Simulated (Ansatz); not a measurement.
Reaction (formal exchange of groups at a C–Si bond): `C[SiH2]C(O)(F)F` + `[AlH3]` → `O[C](F)(F)[AlH2]` + `C[SiH3]`

Computed with Ansatz on PBE0-D4/def2-TZVP structures; ΔE is electronic, products minus reactants. CCSD(T)/CBS is the MP2 limit (def2-TZVPP, def2-QZVPP) plus CCSD(T) − MP2 in def2-TZVPP, frozen cores. This one scheme is used for every species. Functionals use def2-TZVPP. B3LYP here is the variant with VWN-RPA as its local correlation; programs differ in this. Each species was taken in one conformer, which may not be the lowest.

| level | ΔE (eV) |
| --- | --- |
| PBE-D4 | -0.03 |
| PBE0-D4 | 0.00 |
| r2SCAN | -0.01 |
| PBE0 | -0.03 |
| B3LYP | -0.06 |
| CCSD/def2-TZVPP | 0.00 |
| HF/def2-QZVPP | 0.01 |
| MP2/def2-QZVPP | 0.00 |

(1) What does CCSD(T)/CBS give? (An estimate is asked.)

Largest T1 diagnostic among the species: 0.013.

## Answers

(1) The calculation gave: 0.00 eV. The listed levels differ from it by -0.03, 0.00, -0.01, -0.03, -0.06, 0.00, 0.01, 0.00 eV.

From PBE to PBE0 (25 % exact exchange), in def2-TZVPP and without D4, ΔE moves by +0.03 eV. The D4 term adds +0.05 eV with B3LYP and +0.03 eV with PBE0; it sums over pairs of atoms, weighted by their polarisabilities, and B3LYP, whose exchange is more repulsive, gets the larger term.
